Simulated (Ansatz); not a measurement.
This geometry of C₄H₉BOS (16 atoms, charge 0, multiplicity 1) is a first-order saddle point.

The calculation used RKS B3LYP/6-31G* (Ansatz 0.2.0).

```xyz
16
Properties=species:S:1:pos:R:3
C -2.044 -0.898 0.080
O -1.201 0.137 0.564
C 0.175 0.117 0.290
C 0.726 -1.210 -0.219
C 0.643 1.366 -0.521
B 1.576 1.911 0.630
S 1.133 0.686 1.865
H -3.042 -0.657 0.452
H -2.078 -0.931 -1.018
H -1.761 -1.889 0.457
H 1.803 -1.120 -0.379
H 0.263 -1.479 -1.177
H 0.557 -2.023 0.494
H 1.098 1.131 -1.493
H -0.216 2.022 -0.709
H 2.344 2.816 0.729
```

Q: Which two structures does it join? (They come from a converged band through this point; their orientation in space is the band's.)

A: No bond is made or broken. The dihedral C1–O2–C3–C4 goes from -64 to 58°.

Initial state:

```xyz
16
Properties=species:S:1:pos:R:3
C -2.013 -0.627 -0.032
O -1.040 -0.242 0.930
C 0.266 -0.055 0.431
C 0.879 -1.343 -0.110
C 0.460 1.205 -0.474
B 1.449 1.898 0.543
S 1.303 0.668 1.843
H -2.980 -0.570 0.474
H -2.027 0.053 -0.896
H -1.864 -1.654 -0.391
H 1.926 -1.189 -0.384
H 0.343 -1.676 -1.008
H 0.825 -2.136 0.642
H 0.823 0.994 -1.488
H -0.482 1.762 -0.569
H 2.109 2.889 0.530
```

Final state:

```xyz
16
Properties=species:S:1:pos:R:3
C -2.037 -0.842 0.386
O -1.248 0.153 -0.250
C 0.126 0.095 -0.051
C 0.760 -1.224 -0.478
C 0.786 1.372 -0.625
B 1.373 1.840 0.763
S 0.655 0.545 1.781
H -3.078 -0.552 0.229
H -1.876 -1.839 -0.043
H -1.832 -0.874 1.465
H 1.848 -1.168 -0.396
H 0.495 -1.421 -1.525
H 0.422 -2.065 0.134
H 1.494 1.176 -1.441
H 0.014 2.047 -1.013
H 2.076 2.736 1.108
```

Q: How far does it lie above each of them?

A: 7.9 kJ/mol above the first and 23.8 kJ/mol above the second. This is the barrier of this one path; another mechanism may lie lower.

The run took 4.1 min on 2 threads of Arm Neoverse V2, on a shared host, peak memory 0.38 GiB.
